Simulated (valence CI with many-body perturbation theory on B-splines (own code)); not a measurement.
# E1 line list for Ti I

Calculated by configuration interaction combined with many-body perturbation theory (CI+MBPT): four valence electrons over a frozen Dirac-Fock core [Ar], radial functions for each j: 7 s, 7 p, 8 d, 6 f, 4 g, 1 h, with the one-electron correlation potential Σ1, the two-electron term Σ2, the three-electron term Σ3, Breit, model QED; selected CI, second order for the rest, scaled by the run's own slope (own B-spline code, finite nucleus).

Against 74 measured levels this calculation errs by 268 cm⁻¹ on average and by 483 at most. These come from a selection out of the NIST Handbook of Basic Atomic Spectroscopic Data. Levels without a partner in it may be off by more, other configurations by 1,000 to 4,000 cm⁻¹. Among the levels kept, up to 820 cm⁻¹ of a level comes from second order outside the variational space, and about a tenth of that is noise between levels of different J, which matters for small intervals. 3 measured levels below the end of the list, from 27355 cm⁻¹ on, found no clear computed partner, and computed levels of the same name lie up to 117 cm⁻¹ from them.

Lines 51 to 100 of 529 in falling wavelength, among levels below 31432 cm⁻¹, chosen from the strongest by gf and those to the six lowest levels. Wavelengths and rates use the calculated energies, so an error of 300 cm⁻¹ moves a line at 1159 nm by 3.5 % and its rate by three times that or more. Electric multipoles are in the length gauge, E1 and E2 with the static RPA response of the core. Weak lines are less certain than strong ones. Lines between different terms over intervals too small for the method are left out, as are lines whose strength nearly cancels and 12 of this kind that miss the measured wavelength by over 7 %. Where a level lies close to another of its J and parity, the split of strength between their lines is uncertain.

Names give the largest LS component (configuration and term), which can be under half, so a name can repeat, a term be missing and a line seem to break the LS rules; names also repeat where a configuration has a term twice. Letters in brackets count levels of one name in rising energy.

| λ vac (nm) | λ from measured levels | Upper | Lower | A (s⁻¹) | S (a.u.) with core polarisation | S without |
| --- | --- | --- | --- | --- | --- | --- |
| 1461 |  | 3d2 4s 4p 3F°_2 [b] | 3d3 4s 3D_2 | 3.17e+04 | 2.44e-01 | 2.57e-01 |
| 1458 |  | 3d2 4s 4p 3F°_3 [b] | 3d3 4s 3D_3 | 2.36e+04 | 2.53e-01 | 2.66e-01 |
| 1449 |  | 3d2 4s 4p 3F°_2 [b] | 3d3 4s 3D_1 | 1.87e+05 | 1.40e+00 | 1.48e+00 |
| 1436 |  | 3d2 4s 4p 3F°_3 [b] | 3d3 4s 3D_2 | 1.98e+05 | 2.02e+00 | 2.13e+00 |
| 1425 |  | 3d2 4s 4p 3F°_4 [b] | 3d3 4s 3D_3 | 2.23e+05 | 2.86e+00 | 3.01e+00 |
| 1394 |  | 3d2 4s 4p 3P°_2 | 3d3 4s 3D_3 | 4.33e+04 | 2.89e-01 | 3.23e-01 |
| 1374 |  | 3d2 4s 4p 3P°_2 | 3d3 4s 3D_2 | 2.48e+04 | 1.59e-01 | 1.72e-01 |
| 1198 |  | 3d2 4s 4p 3D°_3 [b] | 3d3 4s 3P_2 [b] | 4.12e+04 | 2.45e-01 | 2.57e-01 |
| 1197 |  | 3d2 4s 4p 3D°_2 [b] | 3d3 4s 3P_1 [b] | 3.18e+04 | 1.34e-01 | 1.39e-01 |
| 1159 | 1078 | 3d2 4s 4p 5G°_2 | 3d3 4s 5F_2 | 1.63e+04 | 6.27e-02 | 6.72e-02 |
| 1154 | 1074 | 3d2 4s 4p 5G°_3 | 3d3 4s 5F_3 | 1.60e+04 | 8.49e-02 | 9.09e-02 |
| 1153 | 1073 | 3d2 4s 4p 5G°_2 | 3d3 4s 5F_1 | 7.21e+04 | 2.73e-01 | 2.93e-01 |
| 1146 | 1066 | 3d2 4s 4p 5G°_3 | 3d3 4s 5F_2 | 7.45e+04 | 3.87e-01 | 4.16e-01 |
| 1138 | 1059 | 3d2 4s 4p 5G°_4 | 3d3 4s 5F_3 | 8.07e+04 | 5.28e-01 | 5.67e-01 |
| 1128 | 1050 | 3d2 4s 4p 5G°_5 | 3d3 4s 5F_4 | 8.82e+04 | 6.88e-01 | 7.38e-01 |
| 1118 | 1040 | 3d2 4s 4p 5G°_6 | 3d3 4s 5F_5 | 9.75e+04 | 8.74e-01 | 9.37e-01 |
| 1107 |  | 3d3 4p 3G°_3 [a] | 3d3 4s 3H_4 | 1.54e+05 | 7.22e-01 | 7.88e-01 |
| 1102 |  | 3d3 4p 3G°_4 | 3d3 4s 3H_5 | 1.86e+05 | 1.10e+00 | 1.20e+00 |
| 1092 |  | 3d3 4p 3G°_5 | 3d3 4s 3H_6 | 2.30e+05 | 1.62e+00 | 1.76e+00 |
| 1066 | 1006 | 3d2 4s 4p 3G°_3 [a] | 3d3 4s 3F_2 [a] | 5.96e+04 | 2.49e-01 | 2.69e-01 |
| 1065 | 1005 | 3d2 4s 4p 3G°_4 [a] | 3d3 4s 3F_3 [a] | 6.50e+04 | 3.49e-01 | 3.75e-01 |
| 1063 | 1004 | 3d2 4s 4p 3G°_5 [a] | 3d3 4s 3F_4 [a] | 7.14e+04 | 4.66e-01 | 5.00e-01 |
| 1062 |  | 3d2 4s 4p 3F°_2 [b] | 3d3 4s 3G_3 | 4.19e+05 | 1.24e+00 | 1.33e+00 |
| 1056 |  | 3d2 4s 4p 3D°_2 [b] | 3d3 4s 3D_3 | 2.09e+05 | 6.08e-01 | 6.41e-01 |
| 1054 |  | 3d2 4s 4p 3F°_3 [b] | 3d3 4s 3G_4 | 4.26e+05 | 1.73e+00 | 1.85e+00 |
| 1052 |  | 3d2 4s 4p 3D°_3 [b] | 3d3 4s 3D_3 | 9.46e+05 | 3.80e+00 | 4.00e+00 |
| 1051 |  | 3d2 4s 4p 3D°_1 [b] | 3d3 4s 3D_2 | 4.11e+05 | 7.07e-01 | 7.43e-01 |
| 1049 |  | 3d2 4s 4p 3F°_3 [b] | 3d3 4s 3G_3 | 3.02e+04 | 1.20e-01 | 1.29e-01 |
| 1044 |  | 3d2 4s 4p 3D°_1 [b] | 3d3 4s 3D_1 | 1.20e+06 | 2.02e+00 | 2.12e+00 |
| 1044 |  | 3d2 4s 4p 3D°_2 [b] | 3d3 4s 3D_2 | 8.83e+05 | 2.48e+00 | 2.61e+00 |
| 1044 |  | 3d2 4s 4p 3F°_4 [b] | 3d3 4s 3G_5 | 4.67e+05 | 2.36e+00 | 2.52e+00 |
| 1042 | 979.0 | 3d2 4s 4p 5F°_2 | 3d3 4s 5F_3 | 3.74e+05 | 1.04e+00 | 1.12e+00 |
| 1042 | 978.6 | 3d2 4s 4p 5F°_1 | 3d3 4s 5F_2 | 4.21e+05 | 7.05e-01 | 7.54e-01 |
| 1041 | 978.6 | 3d2 4s 4p 5F°_3 | 3d3 4s 5F_4 | 2.75e+05 | 1.07e+00 | 1.15e+00 |
| 1040 | 977.3 | 3d2 4s 4p 5F°_4 | 3d3 4s 5F_5 | 1.52e+05 | 7.59e-01 | 8.11e-01 |
| 1040 |  | 3d2 4s 4p 3D°_3 [b] | 3d3 4s 3D_2 | 1.22e+05 | 4.74e-01 | 4.98e-01 |
| 1038 |  | 3d2 4s 4p 3D°_2 [b] | 3d3 4s 3D_1 | 1.98e+05 | 5.48e-01 | 5.76e-01 |
| 1037 | 974.6 | 3d2 4s 4p 5F°_1 | 3d3 4s 5F_1 | 8.74e+05 | 1.44e+00 | 1.55e+00 |
| 1037 |  | 3d2 4s 4p 3F°_4 [b] | 3d3 4s 3G_4 | 2.51e+04 | 1.24e-01 | 1.33e-01 |
| 1037 |  | 3d2 4s 4p 5P°_2 | 3d3 4s 3D_3 | 5.96e+04 | 1.64e-01 | 1.72e-01 |
| 1035 | 973.1 | 3d2 4s 4p 5F°_2 | 3d3 4s 5F_2 | 6.66e+05 | 1.83e+00 | 1.95e+00 |
| 1033 | 970.8 | 3d2 4s 4p 5F°_3 | 3d3 4s 5F_3 | 7.52e+05 | 2.86e+00 | 3.06e+00 |
| 1031 | 969.2 | 3d2 4s 4p 5F°_2 | 3d3 4s 5F_1 | 2.61e+05 | 7.06e-01 | 7.56e-01 |
| 1030 | 967.8 | 3d2 4s 4p 5F°_4 | 3d3 4s 5F_4 | 9.36e+05 | 4.54e+00 | 4.86e+00 |
| 1026 | 965.0 | 3d2 4s 4p 5F°_3 | 3d3 4s 5F_2 | 2.81e+05 | 1.05e+00 | 1.12e+00 |
| 1026 | 964.1 | 3d2 4s 4p 5F°_5 | 3d3 4s 5F_5 | 1.21e+06 | 7.08e+00 | 7.57e+00 |
| 1025 |  | 3d2 4s 4p 5P°_2 | 3d3 4s 3D_2 | 2.58e+05 | 6.86e-01 | 7.21e-01 |
| 1021 | 960.2 | 3d2 4s 4p 5F°_4 | 3d3 4s 5F_3 | 2.27e+05 | 1.07e+00 | 1.15e+00 |
| 1019 |  | 3d2 4s 4p 5P°_2 | 3d3 4s 3D_1 | 5.77e+04 | 1.51e-01 | 1.59e-01 |
| 1019 |  | 3d2 4s 4p 5P°_3 | 3d3 4s 3D_3 | 5.90e+05 | 2.15e+00 | 2.27e+00 |
